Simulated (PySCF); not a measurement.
## Calculated data, Cl3Ge, ClGe2H3N

Calculation on a computer-drawn molecule: the log of a Hartree-Fock and frozen-core CCSD(T) single point meant for a local Hartree-Fock minimum, with one planted fault or none, to be diagnosed. Offsets are logged minus clean, where the clean run is the same molecule without the fault. The reference is restricted for singlets and unrestricted otherwise, and also for a bond in bohr or an excited solution. Adding or removing an electron swaps singlet and doublet. The excited solution moves the top pair (singlet) or top alpha electron (doublet) to the lowest empty orbital. Highest occupied and lowest empty are orbital energies over both spins, largest force is the largest gradient component, triples share is (T) over the correlation energy, the T1 limit is 0.02 restricted and 0.045 unrestricted, electrons count all cores, a negative frequency is imaginary (commonest isotopes), and the dipole is about the centre of nuclear charge; on germanium a core potential holds 10 electrons, which the energies leave out, and 3d is frozen in MP2 and coupled-cluster steps. Program: PySCF 2.14.0.

Common to all runs: meant charge 1; meant multiplicity 1; meant basis cc-pV(D+d)Z; meant basis and core potential on germanium cc-pVDZ-PP ECP10MDF; logged SCF converged yes; logged CC converged yes; logged SCF stable within its kind yes; possible faults no fault, one electron removed, one electron added, multiplicity raised by two, geometry at a saddle point, SCF held on an excited solution, minimal basis STO-3G, one bond length entered in bohr, all coordinates scaled.

```yaml
- entry: 1
  formula: Cl3Ge
  logged_structure:
    atoms_angstrom:
      - [Cl, 2.1819, 0.787, 1.6142]
      - [Ge, 1.3135, 0.0744, 3.3218]
      - [Cl, -0.6724, 0.4057, 3.6736]
      - [Cl, 2.4309, -0.9701, 4.6777]
  given:
    logged_electrons: 81
    logged_basis_functions: 92
    logged_spin_squared: 0.7596
    "logged_highest_occupied [eV]": -24.065
    "logged_lowest_empty [eV]": -15.659
    "logged_largest_force [hartree/bohr]": 0.093725
    logged_T1_diagnostic: 0.057297
    logged_D1_diagnostic: 0.3743
    logged_triples_share: 0.038198
    "logged_dipole_magnitude [debye]": 4.9238
    "logged_energy_HF [hartree]": -1671.0568
    "logged_energy_CCSD(T) [hartree]": -1671.58489
    drawn_bonds_atom: [1, 2, 2]
    drawn_bonds_other_atom: [2, 3, 4]
    drawn_bonds_order: [1, 1, 1]
  results:
    planted_fault: "one electron removed"
    "HF_energy_offset_from_clean_run [kcal/mol]": 400.4
    "CCSD(T)_energy_offset_from_clean_run [kcal/mol]": 407.9
  notes: ["T1 above single-reference limit"]
- entry: 2
  formula: Cl3Ge
  logged_structure:
    atoms_angstrom:
      - [Cl, 2.3848, 0.8602, 1.7644]
      - [Ge, 1.4357, 0.0813, 3.6307]
      - [Cl, -0.735, 0.4435, 4.0153]
      - [Cl, 2.657, -1.0603, 5.1127]
  given:
    logged_electrons: 82
    logged_basis_functions: 92
    logged_spin_squared: 0.0
    "logged_highest_occupied [eV]": -18.72
    "logged_lowest_empty [eV]": -7.217
    "logged_largest_force [hartree/bohr]": 0.058752
    logged_T1_diagnostic: 0.018147
    logged_D1_diagnostic: 0.071773
    logged_triples_share: 0.03398
    "logged_dipole_magnitude [debye]": 0.00091551
    "logged_energy_HF [hartree]": -1671.65654
    "logged_energy_CCSD(T) [hartree]": -1672.20881
    drawn_bonds_atom: [1, 2, 2]
    drawn_bonds_other_atom: [2, 3, 4]
    drawn_bonds_order: [1, 1, 1]
  results:
    planted_fault: "all coordinates scaled, by +9.3 %"
    "HF_energy_offset_from_clean_run [kcal/mol]": 24.03
    "CCSD(T)_energy_offset_from_clean_run [kcal/mol]": 16.35
- entry: 3
  formula: ClGe2H3N
  logged_structure:
    atoms_angstrom:
      - [Cl, 0.6176, 2.9136, -0.9953]
      - [Ge, -0.636, 2.0209, 0.413]
      - ["N", -2.2532, 1.7537, 0.0657]
      - [Ge, -3.8291, 1.6128, -0.5291]
      - [H, 0.0305, 1.6568, 1.7088]
      - [H, -4.823, 2.7226, -0.2836]
      - [H, -4.2453, 0.3519, -1.2476]
  given:
    logged_electrons: 91
    logged_basis_functions: 98
    logged_spin_squared: 0.7668
    "logged_highest_occupied [eV]": -5.5929
    "logged_lowest_empty [eV]": 1.0953
    "logged_largest_force [hartree/bohr]": 0.099025
    logged_T1_diagnostic: 0.021244
    logged_D1_diagnostic: 0.075035
    logged_triples_share: 0.034356
    "logged_dipole_magnitude [debye]": 3.6918
    "logged_energy_HF [hartree]": -1102.3731
    "logged_energy_CCSD(T) [hartree]": -1102.90835
    drawn_bonds_atom: [1, 2, 3, 2, 4, 4]
    drawn_bonds_other_atom: [2, 3, 4, 5, 6, 7]
    drawn_bonds_order: [1, 1, 2, 1, 1, 1]
  results:
    planted_fault: "one electron added"
    "HF_energy_offset_from_clean_run [kcal/mol]": -108.6
    "CCSD(T)_energy_offset_from_clean_run [kcal/mol]": -118.3
- entry: 4
  formula: ClGe2H3N
  logged_structure:
    atoms_angstrom:
      - [Cl, 3.1098, -1.2646, 0.0]
      - [Ge, 1.51, 0.0584, 0.0]
      - ["N", -0.0592, -0.604, 0.0]
      - [Ge, -1.6764, -0.0417, 0.0]
      - [H, 1.9412, 1.5062, 0.0]
      - [H, -2.769, -1.0817, 0.0]
      - [H, -2.0564, 1.4274, 0.0]
  given:
    logged_electrons: 90
    logged_basis_functions: 98
    logged_spin_squared: 0.0
    "logged_highest_occupied [eV]": -15.978
    "logged_lowest_empty [eV]": -4.708
    "logged_largest_force [hartree/bohr]": 3.8503e-05
    "logged_lowest_frequency [cm^-1]": -78.399
    logged_T1_diagnostic: 0.017082
    logged_D1_diagnostic: 0.051521
    logged_triples_share: 0.033799
    "logged_dipole_magnitude [debye]": 5.0777
    "logged_energy_HF [hartree]": -1102.19391
    "logged_energy_CCSD(T) [hartree]": -1102.71238
    drawn_bonds_atom: [1, 2, 3, 2, 4, 4]
    drawn_bonds_other_atom: [2, 3, 4, 5, 6, 7]
    drawn_bonds_order: [1, 1, 2, 1, 1, 1]
  results:
    planted_fault: "geometry at a saddle point"
    "HF_energy_offset_from_clean_run [kcal/mol]": 3.814
    "CCSD(T)_energy_offset_from_clean_run [kcal/mol]": 4.676
```
